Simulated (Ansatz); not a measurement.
System: sum formula BHF, net charge 0, doublet state. It need not be the lowest isomer of its formula. 
Structure (B3LYP-D3(BJ)/def2-TZVP (Ansatz, a program for electronic structure) minimum search):
```xyz
3

B     -0.6180     0.4147     0.0242
F      0.5272    -0.2094    -0.0070
H     -1.6550    -0.1892    -0.0583
```
Charge 0, spin multiplicity 2.

Basis-set convergence of Hartree-Fock and MP2 correlation energies (hartree) with Ansatz. Correlated levels leave the core frozen unless marked. UHF or UKS for open shells. No spin-orbit coupling. Non-relativistic.

| basis | functions | E(HF) | E(corr, MP2) |
|---|---|---|---|
| def2-SVP | 33 | -124.58174 | -0.24892 |
| def2-TZVPP | 76 | -124.73924 | -0.32519 |
| def2-QZVPP | 144 | -124.74518 | -0.35474 |

Extrapolating the two largest sets (X = 3 and 4) as X^-3: E(corr) = (64·(-0.35474) - 27·(-0.32519))/37 = -0.3763 Eh, an estimate of the basis-set limit. The largest set recovers 94.3 % of it, the smallest 66.1 %.
